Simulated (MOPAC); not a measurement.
The molecule MgF-, closed-shell singlet (lowest of 2S+1 = 1, 3 at CCSD(T)/def2-TZVPP on PBE0 minima; our sources give no spin for the ground state, which may be another).

Seven points along R, fitted to fifth degree in 1/R; most abundant isotopes. Runs in def2 and cc sets follow the lowest solution found near the PBE0 minimum. The singlet is held restricted.

The state that AM1 reach isn't checked.

Programs: MOPAC for AM1 (differences of heats of formation). Values without a source in brackets are computed.

Energies at AM1:

```tsv
R (Å)	E (hartree)
1.707651	-0.12811238
1.753555	-0.12986547
1.795787	-0.12988704
1.843528	-0.12835983
1.891269	-0.12545651
1.946354	-0.12071866
2.010621	-0.11372821
```

Task: With a reduced mass of 10.6012 u, find the minimum, the force constant and the constants.

Result: A fifth-degree polynomial in 1/R puts the minimum at r_e = 1.7750 Å with force constant 342 N/m. Then ω_e = (1/2πc)√(k/μ) = 740 cm⁻¹ and B_e = h/(8π²cμr_e²) = 0.5047 cm⁻¹; the cubic and quartic terms give α_e = 0.0025 and ω_e x_e = 2.6 cm⁻¹.
